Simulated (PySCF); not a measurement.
Compound: C4H6Si.
InChI=1S/C4H6Si/c1-2-5-3-4-5/h1,5H,3-4H2

The calculation used CAM-B3LYP/def2-SVPD in PySCF (dipole) on a GFN2-xTB geometry, gas phase.

Masses are those of the commonest isotopes; rigid-rotor values at the optimised geometry. 

Task: What are A, B and C (MHz)?

Result: Ia = 47.83, Ib = 217.20, Ic = 224.26 u·Å²; 505379 MHz·u·Å²/I gives A = 10566, B = 2327, C = 2254 MHz.

Task: Classify the top.

Result: A near-prolate asymmetric top. Ray's parameter κ = (2B − A − C)/(A − C) = -0.982; −1 is the prolate and +1 the oblate limit.

Task: Is it planar, by Δ = Ic − Ia − Ib?

Result: Not planar: Δ = Ic − Ia − Ib = -40.77 u·Å². For a rigid frame Δ = −2 Σ m c², so Σ m c² = 20.39 u·Å² lies off the ab plane: 6.21 from hydrogen and 14.18 from heavier atoms. The atom farthest from that plane is 1.25 Å away.

Task: Give the other two planar moments, Paa and Pbb, and the rms extents of the mass along the axes.

Result: Paa = Σ m a² = (Ib + Ic − Ia)/2 = 196.82 and Pbb = Σ m b² = (Ia + Ic − Ib)/2 = 27.44 u·Å². With the mass M = 82.02 u, the rms extents √(P/M) along a, b and c are 1.55, 0.58, 0.50 Å.

Task: Give the coordinates in the principal-axis frame, origin at the centre of mass.

Result: The sense of each axis is arbitrary; atoms in the order of the calculation.
| atom | mass (u) | a (Å) | b (Å) | c (Å) |
| --- | --- | --- | --- | --- |
| C1 | 12.000 | 2.604 | 0.417 | -0.001 |
| C2 | 12.000 | 1.473 | 0.008 | -0.003 |
| Si3 | 27.977 | -0.248 | -0.635 | 0.003 |
| C4 | 12.000 | -1.569 | 0.468 | 0.767 |
| C5 | 12.000 | -1.572 | 0.459 | -0.770 |
| H6 | 1.008 | 3.590 | 0.783 | 0.000 |
| H7 | 1.008 | -0.386 | -2.081 | 0.014 |
| H8 | 1.008 | -1.297 | 1.405 | 1.233 |
| H9 | 1.008 | -2.434 | 0.027 | 1.243 |
| H10 | 1.008 | -1.300 | 1.390 | -1.248 |
| H11 | 1.008 | -2.439 | 0.014 | -1.239 |

Task: Where do the levels up to J = 3 lie, in K?

Result: Above 0(0,0), as E/k:
J = 1: 1(0,1) 0.220, 1(1,1) 0.615, 1(1,0) 0.619
J = 2: 2(0,2) 0.659, 2(1,2) 1.051, 2(1,1) 1.062, 2(2,1) 2.248, 2(2,0) 2.248
J = 3: 3(0,3) 1.319, 3(1,3) 1.706, 3(1,2) 1.727, 3(2,2) 2.908, 3(2,1) 2.908, 3(3,1) 4.894, 3(3,0) 4.894
The levels of one J sum to (2J + 1)J(J + 1)(A + B + C)/3.

Task: Which lines would a microwave search look for?

Result: The dipole components are |μa| = 0.22 D, |μb| = 0.02 D, |μc| = 0.00 D; the mirror of this Cs structure is the ab plane, so μc vanishes by symmetry and there are no c-type lines. The squared components, which scale the intensities, stand as 1.00 : 0.01 (a : b). Some lines, for components of 0.1 D or more:

| type | branch | J(Ka,Kc) | MHz | lower level (cm⁻¹) |
| --- | --- | --- | --- | --- |
| a | R | 1(0,1) ← 0(0,0) | 4580 | 0.000 |
| a | R | 2(1,2) ← 1(1,1) | 9087 | 0.428 |
| a | R | 2(0,2) ← 1(0,1) | 9160 | 0.153 |
| a | R | 2(1,1) ← 1(1,0) | 9234 | 0.430 |

Task: Estimate the classical rotational partition function at 100 K, 200 K and 298.15 K.

Result: Point group Cs, symmetry number σ = 1; q = (√π/σ)·√((kT/h)³/(ABC)), k/h = 20836.6 MHz/K: 22600 at 100 K, 64100 at 200 K, 117000 at 298.15 K.

No frequency check. No vibrational averaging or centrifugal distortion is included, and the geometry carries the error of its method.
